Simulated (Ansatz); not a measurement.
`[SnH3][CH]1O[SiH2]1` at its PBE0-D4/def2-TZVP geometry, where that method's forces vanish. Charge 0, multiplicity 1. Sn: def2 effective core potential.

```xyz
10

Sn    0.4562    1.5713   -0.4597
C    -0.3116   -0.4254   -0.5441
O    -1.4939   -0.6573    0.3320
Si   -0.2205   -1.6109    0.8137
H     0.7926    1.9432    1.1720
H    -0.6926    2.6720   -1.0785
H     1.8914    1.6570   -1.3841
H    -0.4788   -0.8128   -1.5501
H    -0.3696   -3.0664    0.5999
H     0.4268   -1.2707    2.0988
```

Question: What forces (eV/Å) does PBE-D4/def2-TZVPP give on these atoms in the Gaussian-basis code of Ansatz? (Estimate.)

Answer: The calculation gave: 
```
Sn1  0.072  0.100 -0.008
C2   0.176  0.073 -0.227
O3  -0.779  0.271  0.055
Si4  0.438 -0.420  0.288
H5   0.028  0.036  0.161
H6  -0.120  0.112 -0.061
H7   0.145  0.014 -0.094
H8  -0.013 -0.068 -0.227
H9  -0.024 -0.168 -0.032
H10  0.076  0.051  0.145
```
